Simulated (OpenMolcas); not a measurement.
Tc5+ among 4 point charges of -2.5 e arranged as a square (D4h).

```
Program             : OpenMolcas
Method              : CASSCF
Basis               : ANO-RCC-VTZP [7s6p4d2f1g]
Scalar Hamiltonian  : DKH2, point nucleus
Active space        : 2 electrons in 5 orbitals (4d)
State averaging     : 2S+1 = 3 even, 10 roots; 2S+1 = 1 even, 15 roots
Spin-orbit coupling : state interaction with AMFI integrals over the reference wave functions
```

All point charges move together. At R = 1.62 Å the first state of the same spin is 7242 cm-1, and at R = 1.8 Å it is 3032 cm-1.

A third run gives 2018 cm-1. What distance was it run at?

With a power law R^-n the two known points give n = -ln(3032 / 7242) / ln(1.8 / 1.62) = 8.26. Then R = 1.62 × (7242 / 2018)^(1/8.26) = 1.891 Å. The run was at 1.88 Å, so the estimate is off by +0.011 Å.

An orbital doublet at a regular site is open to a Jahn-Teller distortion, which this geometry leaves out. Without dynamic correlation the repulsion within the d shell is too large (B by tens of per cent), so at a given field states of lower spin stand too high. Point charges carry no covalency, so the field is a model and not that of real ligands. No measured value stands beside these numbers.
